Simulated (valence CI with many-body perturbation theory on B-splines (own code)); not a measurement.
The numbers below are computed, except where a source is named.
## Dy²⁶⁺: input, log and results

Level of theory: relativistic CI+MBPT: four valence electrons over a frozen Dirac-Fock core [Kr], radial functions for each j: 9 s, 9 p, 10 d, 8 f, 5 g, 3 h, 1 i, with the one-electron correlation potential Σ1 (screened to all orders), the two-electron term Σ2, the three-electron term Σ3, Breit, model QED; selected single and double excitations, second order for the rest (own B-spline code, finite nucleus).

Command, and the settings that its task file holds:

```sh
python run_cv.py task.json out
```

```
atom Dy  Z=66  mass_number=164  rms_radius_fm=5.2218
core [Kr]
valence 4d4
avg = 1
basis = L
breit = 1
cap = 40000
capref = 1200
cscale = 1
de = 0.0
dress = 0
eps = 2e-08
h = 0.27
hh = 1
l2 = 3
lcore = 6
maxit = 60
n2 = 5
natural = 1
nlev = 60
nno = [6, 6, 7, 6, 4, 3, 1]
nroot = 26
nsp = [3, 3, 3, 2, 1, 0, 0]
pt2 = 1
qed = 1
rpa = 1
s1 = 1
s2 = 1
s3 = 1
screen = 1
tol = 2e-05
```

(1) Roughly how long does this run take on one core of AMD EPYC 9R45 96-Core Processor (Zen 5), and how much memory?

Log. The first blocks belong to the next ion, which gives the ionisation energy. Fields: 2J, parity (1 odd), roots, reference size, generating configurations, candidates as configurations/state functions, variational space P, stored matrix elements, Davidson steps; e2 is the range of second-order energies in hartree. The first line gives the box (bohr), its intervals, the orbitals and the steps of their self-consistent field. Window is the range of levels sought, series limit the energy at which the first omitted orbital would enter, core excitation an estimate of the first excitation out of the core, left out the lowest levels not solved, and shifts from estimates the range by which levels moved from their first estimate, all in cm⁻¹.

```
rmax 5.5 intervals 59 orbitals 81 references ['4d4', '4d3 4f', '4d3 5s', '4d3 5p', '4d2 4f2'] scf 5 t 1.4
2J=3 par=0 roots 2 ref 38 generators 6 cand 5986/15367 P 1284/3280 nnz 3.1e+06 it 5
2J=3 par=0 roots 2 ref 38 generators 10 cand 7476/18794 P 1901/4955 nnz 6e+06 it 5
   second order: generators 11 cand 8130/19991 e2 -0.00002 -0.00001
2J=5 par=0 roots 2 ref 44 generators 3 cand 3219/9393 P 1232/3997 nnz 4.3e+06 it 4
2J=5 par=0 roots 2 ref 44 generators 8 cand 7997/23997 P 1972/6327 nnz 9.8e+06 it 5
   second order: generators 11 cand 7257/21667 e2 -0.00003 -0.00001
2J=7 par=0 roots 2 ref 38 generators 2 cand 3176/9637 P 1256/3995 nnz 4.4e+06 it 4
2J=7 par=0 roots 2 ref 38 generators 9 cand 7891/25315 P 2247/7126 nnz 1.3e+07 it 4
   second order: generators 11 cand 6900/22184 e2 -0.00002 -0.00002
reference levels 845, estimated 34, window 416544 1/cm; series limit 4992035, core excitation 1011903
2J=0 par=0 roots 5 ref 28 generators 11 cand 13789/34144 P 3287/6624 nnz 7.2e+06 it 6
2J=0 par=0 roots 5 ref 28 generators 11 cand 11727/30046 P 4490/9958 nnz 1.2e+07 it 6
   second order: generators 16 cand 18967/52044 e2 -0.00005 -0.00001
2J=2 par=0 roots 4 ref 51 generators 8 cand 15087/100277 P 1484/7999 nnz 1.5e+07 it 5
2J=2 par=0 roots 4 ref 51 generators 10 cand 14062/94823 P 3482/18660 nnz 6.3e+07 it 5
   second order: generators 12 cand 17854/128479 e2 -0.00009 -0.00004
2J=4 par=0 roots 8 ref 88 generators 11 cand 15451/152236 P 1056/8000 nnz 1.4e+07 it 6
2J=4 par=0 roots 8 ref 88 generators 12 cand 14725/146817 P 3532/25735 nnz 1.2e+08 it 8
   second order: generators 18 cand 18219/198717 e2 -0.00016 -0.00008
2J=8 par=0 roots 7 ref 91 generators 10 cand 15444/188343 P 943/7996 nnz 1.5e+07 it 7
2J=8 par=0 roots 7 ref 91 generators 12 cand 14790/182930 P 3027/25025 nnz 1.3e+08 it 8
   second order: generators 17 cand 21639/302788 e2 -0.00024 -0.00011
2J=6 par=0 roots 6 ref 85 generators 8 cand 15461/181143 P 912/7993 nnz 1.5e+07 it 5
2J=6 par=0 roots 6 ref 85 generators 10 cand 14835/175730 P 2931/24634 nnz 1.3e+08 it 6
   second order: generators 13 cand 18822/247693 e2 -0.00020 -0.00013
2J=10 par=0 roots 2 ref 67 generators 5 cand 13624/164598 P 932/7997 nnz 1.7e+07 it 4
2J=10 par=0 roots 2 ref 67 generators 8 cand 14538/169142 P 2781/22938 nnz 1.2e+08 it 5
   second order: generators 9 cand 12689/154201 e2 -0.00009 -0.00008
2J=12 par=0 roots 2 ref 55 generators 4 cand 13081/139962 P 1206/7990 nnz 1.7e+07 it 4
2J=12 par=0 roots 2 ref 55 generators 8 cand 13728/142722 P 2921/19328 nnz 8.3e+07 it 5
   second order: generators 9 cand 15055/179414 e2 -0.00008 -0.00007
left out: unestimated 1283020, estimated none, shifts from estimates -93 to 48
operators 3.0
```

The Davidson iterations converged.

No measured spectrum was set against this ion. As an estimate, large intervals hold to a few tenths of a per cent, small ones and those within an open d or f shell to about a per cent. Only levels of the ground parity were solved; by the run's estimate the other parity begins above the list, which can be wrong where configurations are misplaced.

| Property | Result |
| --- | --- |
| Valence energy | -145.9876 hartree |
| Ionisation energy | 925.88 eV (NIST: 924 ± 4 eV (theoretical)) |
| Reference configurations for the orbitals | 4d4, 4d3 4f, 4d3 5s, 4d3 5p, 4d2 4f2 |
| Radial orbitals | 81 |
| Box radius | 5.531 bohr |
| Largest variational space | 25735 |
| Lowest levels | (4d3/2^4) J=0 0.0, (4d3/2^3 4d5/2) J=1 51956, (4d3/2^3 4d5/2) J=2 78643, (4d3/2^3 4d5/2) J=4 84424, (4d3/2^3 4d5/2) J=3 89839, (4d3/2^2 4d5/2^2) J=0 [a] 129480, (4d3/2^2 4d5/2^2) J=4 [a] 135610, (4d3/2^2 4d5/2^2) J=2 [a] 139730, (4d3/2^2 4d5/2^2) J=3 [a] 141400, (4d3/2^2 4d5/2^2) J=5 152870, (4d3/2^2 4d5/2^2) J=1 158700, (4d3/2^2 4d5/2^2) J=6 161460, (4d3/2^2 4d5/2^2) J=4 [b] 171610, (4d3/2^2 4d5/2^2) J=3 [b] 173370 cm⁻¹ |

Levels are named by their leading jj configuration (3d3/2^4 stands for four electrons in 3d with j = 3/2), which in mixed levels can hold well under half, so a name can repeat and another be missing. Letters in brackets count levels of one name in rising energy.

Answers

(1) 2.2 min on 1 thread of AMD EPYC 9R45 96-Core Processor (Zen 5), with other jobs on the host, peak memory 1.2 GiB.
